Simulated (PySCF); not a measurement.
**How methods differ on the excitation energy of Be**

Be [He] 2s2 (1S) → Be [He] 2s1 3d1, s spin flipped, as a difference of total energies. Computed with PySCF 2.14 in dyall-acv3z (15s9p4d2f, 76 functions), with the non-relativistic Hamiltonian (point nucleus). Correlated levels: valence: 1s2 frozen; valence and next inner shell: nothing frozen; virtual orbitals above 40 to 60 times the deepest correlated orbital energy dropped. The calculations carry no spin-orbit coupling.

```
                                method  excitation energy (cm⁻¹)
                                   UHF                     63388
                                   LDA                     65583
                                   PBE                     63573
                                  PBE0                     64643
                                r2SCAN                     62172
                                 B3LYP                     64729
                             CAM-B3LYP                     67377
                               wB97M-V                     71351
                                  PW91                     64087
                         MP2 (valence)                     68161
                     SCS-MP2 (valence)                     69116
    MP2 (valence and next inner shell)                     68419
SCS-MP2 (valence and next inner shell)                     69337
```

The upper determinant mixes two multiplicities, so it lies between the two terms.

The promoted electron is Rydberg-like, and one or two diffuse shells describe it only roughly, which tends to raise the upper state.

In the upper state the promoted electron has a positive orbital energy at LDA, PBE, PBE0, r2SCAN, B3LYP, wB97M-V, PW91, so the basis confines it.
